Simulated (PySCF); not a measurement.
B3LYP has the VWN-RPA correlation part, as in Gaussian. Delta-SCF ions had no search for a lower state. Excitations are Tamm–Dancoff values on a coarser integration grid. The basis has no diffuse functions, so Rydberg states are missing or too high.

# CH$_{2}$B$_{2}$, SMILES `B=C=B` (charge 0, multiplicity 1)

Method: B3LYP-D3(BJ)/def2-TZVP run with PySCF 2.14.0.

```json
{
 "HOMO": "-7.33 eV",
 "dipole_moment": "0.01 D",
 "LUMO": "-2.01 eV",
 "HOMO–LUMO gap": "5.32 eV",
 "S1 excitation (TDA)": "3.79 eV",
 "S1 oscillator strength": "0.000",
 "brightest of the four lowest singlets (TDA)": "7.38 eV",
 "T1 excitation (TDA)": "3.08 eV",
 "S1–T1 gap (TDA)": "0.72 eV",
 "vertical ionisation energy (Delta-SCF)": "9.90 eV",
 "total_energy": "-88.9612 Ha",
 "cost": "roughly 24 core-seconds"
}
```

```xyz
5

B      1.3532    -0.0193     0.0084
C      0.0000    -0.0009     0.0047
B     -1.3533     0.0190    -0.0066
H      2.5213    -0.0351     0.0107
H     -2.5213     0.0363    -0.0172
```
Charge 0, spin multiplicity 1.
